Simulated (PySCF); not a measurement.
C2H7F2NSi. Atoms are numbered in the order given.

```xyz
13

N      2.8012    -0.3261    -0.0269
Si     1.2154     0.3542    -0.1928
C     -0.1767    -0.8574     0.3156
C     -1.5826    -0.3214     0.1979
F     -1.7317     0.7891     0.9785
F     -1.8393     0.0522    -1.0904
H      3.1458    -1.0160    -0.6865
H      3.2236    -0.4517     0.8873
H      1.1422     1.5526     0.6857
H      1.0269     0.7169    -1.6233
H     -0.0940    -1.7665    -0.3041
H     -0.0060    -1.1697     1.3598
H     -2.3677    -1.0407     0.4948
```

Geometry: B3LYP-D3(BJ)/def2-SVP. The structure was generated by enumeration, and PubChem lists no compound with its InChIKey, so it may never have been made. The values are those of a single conformer.

Method: PySCF with PBE0/pcSseg-1.

GIAO shieldings, no solvent; atoms alike by connectivity are averaged. δ = σ(ref) − σ: ¹⁵N against NH3 (σ = 267.4 ppm); ²⁹Si against TMS (σ = 352.7 ppm); ¹³C against TMS (σ = 186.3 ppm); ¹⁹F against CFCl3 (σ = 167.2 ppm); ¹H against TMS (σ = 31.56 ppm), references at their B3LYP-D3(BJ)/def2-TZVP geometries, non-relativistic.

Computed chemical shifts:
```csv
nucleus,atoms,count,δ (ppm)
¹⁵N,N1,1,6.4
²⁹Si,Si2,1,-36.1
¹³C,C4,1,123.4
¹³C,C3,1,30.5
¹⁹F,"F5, F6",2,-128.2
¹H,H13,1,6.37
¹H,"H9, H10",2,5.20
¹H,"H11, H12",2,1.36
¹H,"H7, H8",2,0.28
```
